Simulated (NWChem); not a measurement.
**Ionisation of H₂O₄W**

```
W
O 1 1.7043
O 1 1.7043 2 107.46
O 1 1.8819 2 109.12 3 -118.91
H 4 0.9630 1 129.55 2 118.03
O 1 1.8819 2 109.72 3 118.52
H 6 0.9630 1 129.55 2 0.55
```
Charge 0, spin multiplicity 1.

The numbers come from NWChem runs, not from measurements. All single points use one geometry, from PBE0/def2-SVP with def2 effective core potentials on W, a minimum by its harmonic frequencies. It is one conformer; others weren't searched.

Basis set: def2-TZVP. The species with one electron less has spin multiplicity 2 and keeps the geometry of the parent. Δ marks differences of total energies (open shells unrestricted). −ε marks an orbital energy of the parent. That orbital need not have the symmetry of the hole or added electron in the Δ rows.

Effective core potentials replace the inner electrons of W; spin-orbit coupling is left out. B3LYP has NWChem's definition, with VWN1-RPA local correlation. The structure started from a generated list of species. No SCF solution was tested for a lower state.

**Question.** Order these methods by the first vertical ionisation energy they give, lowest first: −ε(HOMO) of HF, −ε(HOMO) of B3LYP, G0W0@PBE0, ΔB3LYP.

**Answer.** −ε(HOMO) of B3LYP (8.64 eV), G0W0@PBE0 (10.66 eV), ΔB3LYP (11.02 eV), −ε(HOMO) of HF (12.91 eV)
